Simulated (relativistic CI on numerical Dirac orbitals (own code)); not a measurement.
Line list: Electric-dipole lines, Kr¹³⁺

These numbers are calculated, not measured: Dirac-Coulomb-Breit CI, separate exchange-only KLI orbitals for each configuration, a model potential for QED, unscaled Slater integrals (own radial code, finite nucleus).

CI space (outside the closed core [Ne]): 3s2 3p6 3d5, 3s2 3p5 3d6, 3s2 3p4 3d7, 3s 3p6 3d6, 3p6 3d7, 3s2 3p6 3d4 4s, 3s2 3p6 3d4 4p, 3s 3p5 3d7, 3s2 3p6 3d4 4d, 3s2 3p6 3d3 4s2, 3s2 3p6 3d4 4f, 3s2 3p6 3d3 4s 4p, 3s2 3p6 3d4 5s, 3s2 3p6 3d3 4p2, 3s2 3p6 3d4 5p, 3s2 3p6 3d3 4s 4d. Levels of other configurations are missing.

| λ vac (Å) | Lower | Upper | A (s⁻¹) | gf | Branching (%) |
| --- | --- | --- | --- | --- | --- |
| 85.884 | 3s2 3p6 3d5 4G_11/2 [3] | 3s2 3p5 3d6 4F°_9/2 [189] | 4.02e+11 | 4.44e+00 | 64.5 |
| 87.117 | 3s2 3p6 3d5 4G_11/2 [3] | 3s2 3p5 3d6 2G°_9/2 [186] | 1.50e+11 | 1.71e+00 | 40.2 |
| 87.233 | 3s2 3p6 3d5 2I_11/2 [14] | 3s2 3p5 3d6 2G°_9/2 [195] | 1.15e+11 | 1.31e+00 | 27.1 |
| 87.286 | 3s2 3p6 3d5 4G_9/2 [5] | 3s2 3p5 3d6 4F°_7/2 [184] | 3.40e+11 | 3.10e+00 | 57.8 |
| 87.897 | 3s2 3p6 3d5 4G_7/2 [4] | 3s2 3p5 3d6 4F°_5/2 [181] | 3.57e+11 | 2.48e+00 | 55.4 |
| 88.102 | 3s2 3p6 3d5 4G_5/2 [2] | 3s2 3p5 3d6 4F°_3/2 [180] | 1.87e+11 | 8.70e-01 | 36.1 |
| 88.271 | 3s2 3p6 3d5 4F_9/2 [18] | 3s2 3p5 3d6 4D°_7/2 [194] | 4.61e+11 | 4.31e+00 | 70.0 |
| 88.535 | 3s2 3p6 3d5 2F_7/2 [17] | 3s2 3p5 3d6 2D°_5/2 [190] | 2.58e+11 | 1.82e+00 | 59.2 |
| 88.700 | 3s2 3p6 3d5 2H_9/2 [22] | 3s2 3p5 3d6 2F°_7/2 [196] | 3.72e+11 | 3.51e+00 | 54.9 |
| 88.732 | 3s2 3p6 3d5 4F_5/2 [19] | 3s2 3p5 3d6 4D°_3/2 [193] | 3.93e+11 | 1.85e+00 | 64.3 |
| 88.941 | 3s2 3p6 3d5 4F_7/2 [20] | 3s2 3p5 3d6 4D°_5/2 [191] | 2.77e+11 | 1.97e+00 | 47.5 |
| 92.907 | 3s2 3p6 3d5 4D_7/2 [9] | 3s2 3p5 3d6 4P°_5/2 [167] | 1.84e+11 | 1.43e+00 | 48.4 |
| 93.139 | 3s2 3p6 3d5 2H_11/2 [25] | 3s2 3p5 3d6 2H°_11/2 [182] | 2.80e+11 | 4.38e+00 | 88.0 |
| 93.187 | 3s2 3p6 3d5 2G_7/2 [33] | 3s2 3p5 3d6 2G°_7/2 [200] | 2.78e+11 | 2.90e+00 | 70.9 |
| 94.614 | 3s2 3p6 3d5 2G_9/2 [32] | 3s2 3p5 3d6 2G°_9/2 [195] | 2.20e+11 | 2.95e+00 | 52.0 |
| 95.173 | 3s2 3p6 3d5 2H_9/2 [22] | 3s2 3p5 3d6 2H°_9/2 [171] | 2.09e+11 | 2.84e+00 | 69.6 |
| 95.581 | 3s2 3p6 3d5 4G_11/2 [3] | 3s2 3p5 3d6 4F°_9/2 [148] | 4.83e+10 | 6.62e-01 | 23.1 |
| 95.700 | 3s2 3p6 3d5 2I_13/2 [15] | 3s2 3p5 3d6 2I°_13/2 [164] | 2.88e+11 | 5.54e+00 | 97.2 |
| 96.333 | 3s2 3p6 3d5 4G_11/2 [3] | 3s2 3p5 3d6 4G°_11/2 [145] | 1.74e+11 | 2.90e+00 | 61.8 |
| 96.732 | 3s2 3p6 3d5 2I_11/2 [14] | 3s2 3p5 3d6 2I°_11/2 [159] | 2.09e+11 | 3.51e+00 | 80.0 |
| 97.157 | 3s2 3p6 3d5 4G_7/2 [4] | 3s2 3p5 3d6 4G°_7/2 [140] | 1.12e+11 | 1.26e+00 | 53.9 |
| 97.229 | 3s2 3p6 3d5 4G_9/2 [5] | 3s2 3p5 3d6 4G°_9/2 [139] | 1.38e+11 | 1.95e+00 | 57.9 |
| 99.288 | 3s2 3p6 3d5 4G_5/2 [2] | 3s2 3p5 3d6 4G°_5/2 [126] | 7.70e+10 | 6.83e-01 | 55.7 |
| 99.696 | 3s2 3p6 3d5 6S_5/2 [1] | 3s2 3p5 3d6 6P°_7/2 [82] | 1.58e+11 | 1.89e+00 | 95.3 |
| 100.08 | 3s2 3p6 3d5 6S_5/2 [1] | 3s2 3p5 3d6 6P°_5/2 [79] | 1.14e+11 | 1.03e+00 | 93.8 |
| 100.12 | 3s2 3p6 3d5 4F_9/2 [18] | 3s2 3p5 3d6 4F°_9/2 [148] | 1.12e+11 | 1.68e+00 | 53.4 |
| 101.23 | 3s2 3p6 3d5 6S_5/2 [1] | 3s2 3p5 3d6 4D°_5/2 [74] | 5.71e+10 | 5.26e-01 | 77.9 |
| 101.29 | 3s2 3p6 3d5 6S_5/2 [1] | 3s2 3p5 3d6 6P°_3/2 [73] | 8.47e+10 | 5.21e-01 | 93.6 |
| 104.57 | 3s2 3p6 3d5 4G_11/2 [3] | 3s2 3p5 3d6 4G°_11/2 [98] | 6.11e+10 | 1.20e+00 | 73.9 |
| 108.18 | 3s2 3p6 3d5 4G_11/2 [3] | 3s2 3p5 3d6 4H°_13/2 [85] | 3.69e+10 | 9.06e-01 | 88.0 |

Terms are leading LS components. Brackets give the number of a level in order of energy, since labels repeat. The list gives strong lines, with weight on those to low levels, without lines whose two gauges differ by over a factor of 2.5, among the lowest 200 of 2700 levels, so that lines to higher ones, which can be the strongest, are missing. Levels whose partners in the same complex of configurations lie outside the list can be far off, and so can their lines. Rates are taken at the computed energies, electric ones in the length gauge.

At this charge energies of transitions that change n are usually good to better than 1 %, and those within a shell (Δn = 0) to a few per cent. Terms inside the open d or f shell come out 10 to 20 % too wide with unscaled integrals.

LS names give the leading component of a level, which can be under half, so a name can repeat, a term be missing and a line seem to break the LS rules.
